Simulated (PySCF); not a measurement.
# `Br[C@@H]1C[C@@H]2C=C[C@H]1O2`, C₆H₇BrO

Geometry:
```csv
atom,x (Å),y (Å),z (Å)
Br1,-2.251,-0.850,-1.226
C2,-1.241,-0.229,0.314
C3,-0.632,1.168,0.141
C4,0.870,0.844,0.389
C5,1.321,0.092,-0.846
C6,0.795,-1.118,-0.729
C7,0.031,-1.087,0.579
O8,0.789,-0.188,1.362
H9,-1.923,-0.282,1.162
H10,-1.006,1.854,0.900
H11,-0.801,1.594,-0.846
H12,1.481,1.671,0.734
H13,1.893,0.522,-1.644
H14,0.812,-1.952,-1.401
H15,-0.141,-2.031,1.090
```

Computed with GIAO BHandHLYP/pcSseg-1 magnetisability, rotational g tensor and spin-rotation constants, non-relativistic, gas phase in PySCF. Geometry: GFN2-xTB.

The calculation is non-relativistic, which matters for the atoms heavier than Zn.

What are the magnetisability and the molar susceptibility?

Isotropic -1514 × 10⁻³⁰ J/T², or -91.2 × 10⁻⁶ cm³/mol; principal values -1731, -1446, -1365 × 10⁻³⁰ J/T², anisotropy 333 × 10⁻³⁰ J/T² (root of half the summed squared differences of the principal values). The susceptibility is in cgs units.

Split it along the inertial axes a, b, c into diamagnetic and paramagnetic parts about the centre of mass, with the quadrupole moment.


| axis | χ (10⁻⁶ cm³/mol) | diamagnetic (10⁻⁶ cm³/mol) | paramagnetic (10⁻⁶ cm³/mol) | summed x² of all electrons (Å²) | quadrupole Θ (D Å) |
| --- | --- | --- | --- | --- | --- |
| a | -99.5 | -481.6 | 382.0 | 234.0 | -8.45 |
| b | -86.7 | -1205.2 | 1118.4 | 63.4 | +4.24 |
| c | -87.2 | -1261.9 | 1174.7 | 50.1 | +4.21 |

Anisotropies 2χaa − χbb − χcc = -25.1 and 2χbb − χaa − χcc = +13.3 × 10⁻⁶ cm³/mol. Θ is traceless in Buckingham's convention.

And the rotational g tensor?


| axis | rotational constant (GHz) | g | nuclear part | electronic part |
| --- | --- | --- | --- | --- |
| a | 3.4099 | -0.0027 | 0.6094 | -0.6120 |
| b | 0.9884 | -0.0102 | 0.5091 | -0.5193 |
| c | 0.9462 | -0.0095 | 0.5126 | -0.5222 |

Asymmetric top; isotopes 79Br, 12C, 1H, 16O; no vibrational averaging.
